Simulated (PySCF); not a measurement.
# InBi⁺: frontier orbitals

PBE0 at R = 3.221 Å; PySCF, scalar-relativistic core potentials, basis sets In cc-pVDZ-PP with ECP28, Bi cc-pVDZ-PP with ECP60. State: ²Π (doublet), unpaired electrons π ↑, a second solution, started from another occupation. Only the outer orbitals are listed, counted within each symmetry, core potentials removing the inner ones.

```tsv
spin	orbital	occ.	ε (eV)	on In (%)	main shells (%)
α	7σ	1	-21.66	2	98 Bi s
α	8σ	1	-14.37	86	85 In s, 12 Bi p
α	5π	1	-11.24	3	97 Bi p
α	9σ	1	-10.46	31	68 Bi p, 17 In p, 14 In s
α	5π	0	-9.37	5	95 Bi p
α	6π	0	-6.22	97	97 In p
α	6π	0	-6.21	95	95 In p
β	7σ	1	-20.80	3	97 Bi s
β	8σ	1	-14.32	88	87 In s, 10 Bi p
β	9σ	1	-10.19	33	67 Bi p, 21 In p, 11 In s
β	5π	0	-9.00	6	94 Bi p
β	5π	0	-8.17	11	88 Bi p, 10 In p
β	6π	0	-6.19	94	94 In p
```

Problem. Which are the highest filled and the lowest empty level, where do they sit, and how wide is the gap?

Solution. Highest filled β 9σ at -10.19 eV (in %: 67 Bi p, 21 In p, 11 In s); lowest empty α 5π at -9.37 eV (in %: 95 Bi p); the gap at PBE0 is 0.82 eV.

- bond order (Mayer): 0.70
- ⟨S²⟩: 0.753
- charge on In (Mulliken, basis-dependent): 0.55
- charge on In (Löwdin, basis-dependent): 0.45
- dipole moment (positive dipole points towards Bi; it is taken about the centre of mass and depends on that origin): -2.41 D

These are scalar-relativistic numbers at best; spin–orbit coupling would shift them, the dissociation energy most.
